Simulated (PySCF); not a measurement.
Compound: C4H9ClO2Si.
SMILES with atom numbers: `[SiH3:1][O:2][C@@H:3]1[O:4][CH2:5][CH2:6][C@H:7]1[Cl:8]` (hydrogens: H9, H10, H11 on Si1; H12 on C3; H13, H14 on C5; H15, H16 on C6; H17 on C7)

Structure used (GFN2-xTB), in Å, numbered top down from 1:
```xyz
17
C4H9ClO2Si angstrom
Si     2.367   -0.562   -0.151
O      1.191    0.208   -0.991
C      0.197    0.941   -0.379
O      0.251    0.810    1.013
C     -0.826    0.005    1.484
C     -1.452   -0.645    0.251
C     -1.171    0.399   -0.820
Cl    -2.390    1.690   -0.784
H      1.819   -1.628    0.695
H      3.075   -1.101   -1.303
H      3.144    0.363    0.667
H      0.338    2.000   -0.640
H     -1.546    0.657    1.993
H     -0.428   -0.719    2.198
H     -2.513   -0.848    0.376
H     -0.929   -1.566   -0.009
H     -1.133    0.009   -1.836
```

Computed with TDDFT wB97X-D/def2-SVPD, vertical, gas phase, core orbitals frozen in the response (PySCF 2.14.0, density-fitted response routines).

Transition dipole moments from the ground state, in atomic units and in the frame of the coordinates above (overall signs are arbitrary), for the states with f of 0.002 or more among the lowest 8:

```tsv
state	E (hartree)	μx	μy	μz
S1	0.2747	-0.084	0.082	-0.070
S3	0.2810	0.113	0.094	-0.057
S4	0.2959	0.019	-0.121	0.182
S5	0.3062	0.254	0.003	0.012
S6	0.3080	-0.231	-0.500	0.091
S7	0.3095	0.101	0.165	0.028
S8	0.3183	-0.280	0.150	0.051
```

Problem. What oscillator strength does each state have?

Solution. f = (2/3) ΔE |μ|² with ΔE in hartree (27.2114 eV).

```csv
state,|μ|² (au),|μ| (D),f
S1,0.019,0.35,0.003
S3,0.025,0.40,0.005
S4,0.048,0.56,0.010
S5,0.065,0.65,0.013
S6,0.311,1.42,0.064
S7,0.038,0.50,0.008
S8,0.103,0.82,0.022
```

Problem. Which bond between heavy atoms lies closest to the direction of the S6 transition dipole?

Solution. O4–C5, at 29° from it; next C6–C7 at 36°.

Problem. What angle do the transition dipoles of S5 and S8 make?

Solution. |cos θ| = |μa·μb| / (|μa| |μb|) = 0.86, so θ ≈ 31° (taken between 0 and 90°, since the signs are arbitrary).

Problem. How is the summed strength of these states shared among x, y and z?

Solution. (2/3) Σ ΔE μα² gives 0.047 for x, 0.067 for y and 0.011 for z, 0.125 in all.

Problem. What peak molar absorption coefficient would the strongest computed level give as a lone Gaussian band 0.3 eV wide at half height?

Solution. ε(max) = 2.175×10⁸ f / FWHM, with the width in cm⁻¹. S6: 2.175×10⁸ × 0.0639 / 2420 ≈ 5700 L mol⁻¹ cm⁻¹.

One conformer stands for the species.

Without π bonds the low states may be Rydberg-like; a valence basis with one diffuse set may place them up to an eV too high.
